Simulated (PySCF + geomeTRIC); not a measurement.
Species: C2H4Si2, SMILES `C#C[SiH]=[SiH2]` (charge 0, multiplicity 1).

Question: Give a relaxed geometry from PBE0-D4/def2-TZVP run with PySCF + geomeTRIC.

Answer: the end point of this relaxation (outside a Z-matrix the atoms follow the SMILES, hydrogens last).
Cartesian coordinates (Å) in one orientation:
```xyz
8

C      2.444    -0.615    -0.636
C      1.420    -0.032    -0.367
Si    -0.084     0.829     0.118
Si    -1.964    -0.211     0.204
H      3.345    -1.129    -0.881
H     -0.018     2.287    -0.120
H     -3.151     0.524     0.699
H     -1.987    -1.665     0.478
```
